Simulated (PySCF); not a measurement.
**Which determinant of CsB lies lowest?**

Unrestricted PBE0; PySCF, scalar-relativistic core potentials, basis sets Cs def2-SVPD with ECP46, B def2-SVPD. Outer shells of the fragments: Cs 6s1; B 2s2 2p1.

Followed along the bond (rough minima from three points):

| 2Ms+1 | unpaired | ⟨S²⟩ at the start | R at minimum (Å) | Te (eV) |
| --- | --- | --- | --- | --- |
| 3 | σ ↑, π ↑ | 2.00 | 3.18 | 0.00 |
| 3 | π ↑↑ | 2.01 | 2.85 | 0.09 |
| 1 | σ ↓, π ↑ | 1.01 | 3.21 | 0.21 |
| 1 | π ↑↓ | 1.01 | 2.85 | 0.31 |
| 1 | none | 0.30 | 3.63 | 0.66 |

Solutions found at the starting distance of 3.020 Å, counted from the lowest of them; the search is not exhaustive and high or unbound solutions are not listed, so other states can lie among these:

| 2Ms+1 | unpaired | term | E (eV) | ⟨S²⟩ | ⟨Lz²⟩ | μ (D) |
| --- | --- | --- | --- | --- | --- | --- |
| 3 | σ ↑, π ↑ | ³Π | 0.00 | 2.00 | 1.01 | -8.02 |
| 3 | π ↑↑ | ³Σ⁻ | 0.10 | 2.01 | 0.00 | -10.13 |
| 1 | σ ↓, π ↑ | mixed | 0.22 | 1.01 | 1.01 | -7.58 |
| 1 | π ↑↓ | mixed | 0.32 | 1.01 | 2.02 | -10.04 |
| 1 | none | mixed | 0.94 | 0.30 | 0.00 | -3.53 |
| 1 | none | mixed | 1.16 | 0.00 | 2.00 | -9.46 |
| 3 | σ ↑↑ | ³Σ⁺ | 1.42 | 2.00 | 0.00 | 2.16 |
| 3 | π ↑↑ | mixed | 2.50 | 2.00 | 2.01 | 3.58 |
| 3 | π ↑, δ ↑ | mixed | 2.97 | 2.00 | 5.01 | 0.29 |
| 1 | π ↑, δ ↓ | mixed | 2.98 | 1.00 | 5.01 | 0.39 |

A term symbol is given only where ⟨S²⟩ and ⟨Lz²⟩ are close to those of a pure state; real π, δ and φ orbitals otherwise mix terms. A positive dipole means Cs(−)B(+).

Spin–orbit coupling is left out.
